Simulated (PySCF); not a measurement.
# How strongly Sb binds etchant and ambient atoms

PBE in PySCF with def2-TZVPPD on every atom (core potentials on Sb), for the lowest determinant that a PBE0 search found; no spin–orbit coupling. D0 is De less the harmonic zero-point energy.

```csv
X,state of SbX,D0(SbX) (eV),D0(X₂) (eV)
H,triplet (π ↑↑),2.53,4.27
F,triplet (π ↑↑),4.49,2.22
Cl,triplet (π ↑↑),3.39,2.81
Br,triplet (π ↑↑),3.01,2.48
O,doublet (π ↑),4.75,6.13
N,singlet (closed shell),4.16,10.42
```

**Question.** Give the energy of Sb + X₂ → SbX + X at 0 K for each X.

**Answer.** H: 4.27 − 2.53 = +1.74 eV; F: 2.22 − 4.49 = -2.27 eV; Cl: 2.81 − 3.39 = -0.58 eV; Br: 2.48 − 3.01 = -0.53 eV; O: 6.13 − 4.75 = +1.38 eV; N: 10.42 − 4.16 = +6.26 eV (PBE/def2-TZVPPD; negative means exothermic).

**Question.** Does an atom of Cl displace Br from SbBr?

**Answer.** SbBr + Cl → SbCl + Br has ΔE = 3.01 − 3.39 = -0.38 eV at PBE/def2-TZVPPD, so it is downhill.

Gas-phase diatomics only hint at surface chemistry, where an atom holds several bonds.

These are scalar-relativistic numbers at best; spin–orbit coupling would shift them, the dissociation energy most. States were picked by a PBE0 search and need not be the measured ground states.
